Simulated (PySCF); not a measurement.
## From a computed spectrum to the compound

A species of 5 atoms with charge 3 has these harmonic modes (PBE0, small Gaussian bases with core potentials, PySCF 2.14.0):

```tsv
cm⁻¹	km/mol	symmetry
422	6.9	a1
722	77.2	e
722	77.2	e
1442	146.1	a1
1556	73.4	e
1556	73.4	e
3219	417.4	a1
3271	286.9	e
3271	286.9	e
```

**Question.** Which species is it, and in which structure?

**Answer.** [Tm(NH3)]3+ (singlet in the valence; each metal's 4f electrons, 12 of them, lie in its core potential, out of spins and levels):
```xyz
5

Tm    0.0000    0.0000   -0.2156
N     0.0000    0.0000    2.0569
H     0.9421    0.0000    2.5186
H    -0.4711    0.8158    2.5186
H    -0.4710   -0.8159    2.5186
```
Ideal gas at 298.15 K and 1 bar: S = 270.0 J/(mol K), Cp = 46.7 J/(mol K), H − H(0 K) = 11.3 kJ/mol (rigid rotor, harmonic modes, spin degeneracy alone, that of the 4f electrons in the core included). An lcecp potential fixes the number of 4f electrons, so in runs with it no electron can move into or out of that shell.
 Other answers can fit too; this one was computed.
